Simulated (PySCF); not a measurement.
Species: 3,3,3-trifluoro-1-propanol, C₃H₅F₃O.
Atom-mapped SMILES: `[OH:1][CH2:2][CH2:3][C:4]([F:5])([F:6])[F:7]` (hydrogens: H8 on O1; H9, H10 on C2; H11, H12 on C3)

Theory: PBE0-D3(BJ)/def2-SVP geometry optimisation, gas phase in PySCF.

(1) What internal coordinates does the optimisation give?

Results:

(1) 
```tsv
bond	length (pm)
O1–C2	139.8
C2–C3	152.5
C3–C4	150.4
C4–F5, C4–F6, C4–F7	133.8
O1–H8	96.3
C2–H9, C2–H10	110.4
C3–H11, C3–H12	110.1
```

Bonds in one row agree within 1 pm and their mean is given. A selection of angles:
```tsv
angle	degrees
C2–O1–H8	108.4
O1–C2–C3	112.0
O1–C2–H9	112.4
O1–C2–H10	106.8
C3–C2–H9	109.5
H9–C2–H10	106.7
C2–C3–C4	113.6
C2–C3–H11	109.7
C2–C3–H12	110.8
C4–C3–H11	108.1
H11–C3–H12	107.5
C3–C4–F5	111.7
F5–C4–F6	107.3
```

Dihedral angles: O1–C2–C3–C4 -176° (antiperiplanar); C2–C3–C4–F5 180° (antiperiplanar); H8–O1–C2–C3 -69° (synclinal). The mirror-image conformer, all signs reversed, is as good.

Of the pairs four or more bonds apart, F7···H10 is among the closest relative to their van der Waals radii: 2.61 Å, 98 % of the sum of Bondi's values. The C–C distances run from 1.504 Å (C3–C4, drawn single) to 1.525 Å (C2–C3, drawn single), a spread of 0.021 Å. O1 (alcohol oxygen) is bent (angle 108.4°).

Stationary, but not proved a minimum. The numbers are those of one conformer (H–O1–C2–C3 -69°, O1–C2–C3–C4 -176°).
